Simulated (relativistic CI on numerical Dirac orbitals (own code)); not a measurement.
**Ligand-field terms of d3**

Computed with a parametric ligand-field model of a d^n configuration (Racah B and C, spin-orbit zeta, crystal field), exact diagonalisation.

Field parameters in Wybourne normalisation: Oh B⁴₀ = 21Dq, B⁴₄ = √(5/14) B⁴₀. The field is a parameter set, without covalency.

**Question.** Lowest levels for B = 770, C = 2800, ζ = 700 cm⁻¹, Oh, 10Dq = 15550 cm⁻¹?

**Answer.** Γ8 0 (S 1.50), Γ8 13586 (S 0.70), Γ8 14436 (S 0.57), Γ6 14620 (S 0.70), Γ7 15306 (S 1.50), Γ8 15499 (S 1.48), Γ6 16001 (S 1.39), Γ8 16077 (S 1.37), Γ8 20739 (S 0.60) cm⁻¹, with S from ⟨S²⟩ = S(S + 1). The ground level has 0.00 electrons in the cubic e pair.

**Question.** Lowest levels for B = 850, C = 3700, ζ = 380 cm⁻¹, Oh, 10Dq = 17500 cm⁻¹?

**Answer.** Γ8 0 (S 1.50), Γ8 16917 (S 0.92), Γ7 17354 (S 1.50), Γ8 17440 (S 1.46), Γ6 17493 (S 1.37), Γ8 17779 (S 1.01), Γ8 18105 (S 0.86), Γ6 18227 (S 0.72), Γ7 25136 (S 1.20) cm⁻¹, with S from ⟨S²⟩ = S(S + 1). The ground level has 0.00 electrons in the cubic e pair.

**Question.** Lowest levels for B = 760, C = 3490, ζ = 600 cm⁻¹, Oh, 10Dq = 27000 cm⁻¹?

**Answer.** Γ8 0 (S 1.50), Γ8 16237 (S 0.51), Γ8 16811 (S 0.50), Γ6 16968 (S 0.50), Γ8 25185 (S 0.57), Γ7 25450 (S 0.56), Γ7 26823 (S 1.47), Γ8 27009 (S 1.46), Γ8 27189 (S 1.50) cm⁻¹, with S from ⟨S²⟩ = S(S + 1). The ground level has 0.00 electrons in the cubic e pair.

**Question.** Lowest levels for B = 750, C = 2990, ζ = 290 cm⁻¹, Oh, 10Dq = 20250 cm⁻¹?

**Answer.** Γ8 0 (S 1.50), Γ8 14510 (S 0.51), Γ8 15165 (S 0.50), Γ6 15247 (S 0.50), Γ7 20131 (S 1.50), Γ8 20195 (S 1.49), Γ6 20341 (S 1.50), Γ8 20343 (S 1.50), Γ8 22195 (S 0.51) cm⁻¹, with S from ⟨S²⟩ = S(S + 1). The ground level has 0.00 electrons in the cubic e pair.

**Question.** Lowest levels for B = 570, C = 2720, ζ = 100 cm⁻¹, Oh, 10Dq = 21000 cm⁻¹?

**Answer.** Γ8 0 (S 1.50), Γ8 12537 (S 0.50), Γ8 12976 (S 0.50), Γ6 12997 (S 0.50), Γ8 19473 (S 0.50), Γ7 19524 (S 0.50), Γ7 20960 (S 1.50), Γ8 20987 (S 1.50), Γ8 21026 (S 1.50) cm⁻¹, with S from ⟨S²⟩ = S(S + 1). The ground level has 0.00 electrons in the cubic e pair.
